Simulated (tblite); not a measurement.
Species: C₆H₈OSe.
Atom-mapped SMILES: `[CH3:1][C:2](=[O:3])[C:4]1=[CH:5][CH2:6][CH2:7][Se:8]1` (hydrogens: H9, H10, H11 on C1; H12 on C5; H13, H14 on C6; H15, H16 on C7)

Computed with GFN2-xTB (tblite), gas phase: nudged elastic band of 9 images (0 to 8), spring 0.2 eV/Å², climbing image at the end, force threshold 0.05 eV/Å. The top image wasn't refined or checked by frequencies; at this threshold it can lie a kcal/mol or more above the true saddle point of the method.

The band describes a rotation about C2–C4 (ketone carbonyl carbon, fully substituted alkene carbon), followed by the dihedral C1–C2–C4–Se8, from the optimised start (-3°) to a second optimised geometry at 178°.

Problem. Give the energy profile along the converged band.

Solution. 
| image | dihedral (°) | E (kcal/mol) | C2–C4 (Å) | C1···Se8 (Å) | largest true force (eV/Å) |
| --- | --- | --- | --- | --- | --- |
| 0 | -3 | 0.00 | 1.476 | 3.16 | 0.01 |
| 1 | 19 | 0.51 | 1.477 | 3.20 | 0.04 |
| 2 | 41 | 2.00 | 1.481 | 3.32 | 0.06 |
| 3 | 65 | 3.79 | 1.487 | 3.49 | 0.04 |
| 4 | 89 | 4.76 | 1.488 | 3.71 | 0.02 |
| 5 | 113 | 4.24 | 1.483 | 3.94 | 0.05 |
| 6 | 136 | 2.76 | 1.474 | 4.12 | 0.07 |
| 7 | 158 | 1.17 | 1.467 | 4.22 | 0.06 |
| 8 | 178 | 0.24 | 1.465 | 4.24 | 0.01 |

Barriers of this band. The top is image 4 at 89°: 4.76 kcal/mol forward and 4.52 kcal/mol back; the end lies 0.24 kcal/mol above the start. The central bond is 0.012 Å longer at the top than at the start.

Problem. What rate follows at 250 K for crossing this barrier forward?

Solution. Taking the electronic barrier for the free energy of activation (no zero-point or entropy terms, transmission 1), rate = (kT/h)·exp(−ΔE/kT) ≈ 4 × 10^8 s⁻¹, whose inverse is 3 × 10^-9 s. An error of 1 kcal/mol in the barrier changes this by a factor of 7, and the method and the loose band can each miss by that much or more.

Problem. How would the two end points share their population at 250 K, from these energies alone?

Solution. exp(−ΔE/kT) with ΔE = 0.011 eV gives 0.6 for the higher one (end) against 1 for the lower, without vibrational, rotational or degeneracy terms. GFN2-xTB can put conformers this close in the wrong order.

What follows is the cost of the whole band run. Hardware: Arm Neoverse V1, one thread, shared host. Cost: 3.7 s of wall time, 0.18 GiB resident at most.
